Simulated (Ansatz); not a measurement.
Geometry optimisation, RKS PBE/def2-SVP in Ansatz 0.2.0.

input.yaml

```yaml
crystal:
  periodic: [false, false, false]
  atoms:
    - { symbol: Ge, position_ang: [0.386166, -0.4758, -0.275357] }
    - { symbol: Ge, position_ang: [0.099245, -0.145507, 3.309281] }
    - { symbol: H, position_ang: [-1.236267, -0.51927, 2.621053] }
    - { symbol: H, position_ang: [0.020184, -0.489629, 4.817069] }
    - { symbol: H, position_ang: [0.336333, 1.380127, 3.155891] }
    - { symbol: Cl, position_ang: [0.982824, 0.057991, -2.293242] }
    - { symbol: H, position_ang: [0.427752, 0.755426, 0.629287] }
    - { symbol: O, position_ang: [-1.27608, -1.105063, -0.286826] }
    - { symbol: H, position_ang: [-1.373038, -1.84664, -0.91513] }
    - { symbol: Cl, position_ang: [1.788993, -2.050921, 0.369533] }
    - { symbol: H, position_ang: [1.246389, -0.931513, 2.626843] }
basis:
  gaussian: { orbitals: def2-SVP }
hamiltonian:
  xc: pbe
relax:
  f_tol: 0.03
  max_steps: 50
```

Launched with:

```bash
$ ansatz run input.yaml --threads 4 --pin off --max-ram 5120MiB --backend cpu --events-out ev --progress --plain --runs-dir out
```

Where does it end, and by what steps?

It converged. The force dipped under the threshold on the way, but the program's further checks kept it going. After 42 steps the energy has fallen by 0.179 eV; H5 moved furthest, 2.08 Å.

| step | energy less start (eV) | largest force component (eV/Å) | accepted |
| --- | --- | --- | --- |
| 0 | 0.0000 | 0.432 | yes |
| 2 | -0.1330 | 0.335 | yes |
| 4 | -0.1390 | 0.072 | yes |
| 6 | -0.1413 | 0.046 | yes |
| 8 | -0.1427 | 0.055 | yes |
| 10 | -0.1433 | 0.183 | yes |
| 12 | -0.1452 | 0.018 | yes |
| 14 | -0.1417 | 0.303 | no |
| 16 | -0.1466 | 0.052 | yes |
| 18 | -0.1461 | 0.186 | no |
| 20 | -0.1487 | 0.107 | yes |
| 22 | -0.1506 | 0.059 | yes |
| 24 | -0.1539 | 0.065 | yes |
| 26 | -0.1554 | 0.044 | yes |
| 28 | -0.1560 | 0.193 | no |
| 30 | -0.1601 | 0.073 | yes |
| 32 | -0.1631 | 0.131 | yes |
| 34 | -0.1688 | 0.091 | yes |
| 36 | -0.1722 | 0.096 | yes |
| 38 | -0.1755 | 0.081 | yes |
| 40 | -0.1778 | 0.058 | yes |
| 42 | -0.1794 | 0.010 | yes |

```xyz
11
Properties=species:S:1:pos:R:3
Ge 0.541 -0.551 -0.893
Ge 0.049 -0.151 3.727
H -0.855 -0.057 2.474
H 0.185 -1.630 4.163
H -0.579 0.668 4.882
Cl 0.653 -1.469 -2.854
H 1.177 0.847 -0.893
O -1.156 -0.349 -0.403
H -1.619 -1.206 -0.325
Cl 1.558 -1.893 0.481
H 1.449 0.421 3.399
```

The run took 60 s on 4 threads of AMD EPYC 7B13 (Zen 3), on a shared host, peak memory 0.26 GiB.
